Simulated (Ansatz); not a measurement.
Consider the redistribution: `CC(C)CB(Cl)Cl` + `B[Se]C` → `C[Se]B(Cl)Cl` + `BCC(C)C`.

Calculated with Ansatz (gas phase, PBE0-D4/def2-TZVP geometries, no zero-point term in ΔE). CCSD(T)/CBS is the MP2 limit (def2-TZVPP, def2-QZVPP) plus CCSD(T) − MP2 in def2-TZVPP, frozen cores. DFT in def2-TZVPP. For Se outer-core shells are correlated without core-valence functions, which leaves a few kJ/mol of doubt a bond. Scalar relativity is left out up to krypton. One conformer a species, not always the lowest.

(1) Is it downhill or uphill in electronic energy at CCSD(T)/CBS, and by how much? (An estimate is asked.)

(2) What do these levels give: BLYP-D4, r2SCANh-D4, r2SCAN0, CCSD/def2-SVP, SCS-MP2/def2-TZVPP, HF/def2-QZVPP? (An estimate is asked.)

Largest T1 diagnostic among the species: 0.013.

Results:

(1) Ansatz gave: Uphill: ΔE = +38.5 kJ/mol.

(2) Ansatz gave: BLYP-D4 35.8, r2SCANh-D4 37.7, r2SCAN0 37.2, CCSD/def2-SVP 43.2, SCS-MP2/def2-TZVPP 36.2, HF/def2-QZVPP 34.8 kJ/mol.

Leaving LDA and LC-ωPBE aside and taking each functional with its dispersion term where it has one, the values, not all of them listed here, spread over 3.1 kJ/mol, from BHLYP-D4 to B97M-V. LDA lies +3.3 kJ/mol from PBE without D4. At CCSD(T), def2-SVP lies +6.1 kJ/mol from the extrapolated value and def2-TZVPP +2.6 kJ/mol.
